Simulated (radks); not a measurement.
Valence configurations of B+ (all share [He]). All-electron calculation, scalar-relativistic Kohn-Sham, PBE, spin-polarised, spherical densities, finite nucleus; open shells are filled with parallel spins first; Fermi nuclear charge, rms radius 2.406 fm. Program: a radial shooting solver on a logarithmic mesh with Libxc functionals. Energies are relative to 2s2; eigenvalues in eV for spin up.

valence,E (eV),moment (Bohr magnetons),e(2p),e(2s)
2s2,0.000,0,-,-19.511
2s1.5 2p0.5,2.617,1,-14.109,-20.327
2s0.5 2p1.5,7.325,2,-14.602,-20.830

NIST lists [He] 2s2 as the ground configuration; this level of theory agrees among the configurations tried. The energies are those of spherical high-spin densities, not of single terms. No valid solution was reached for [He] 2s1 2p1; [He] 2p2.
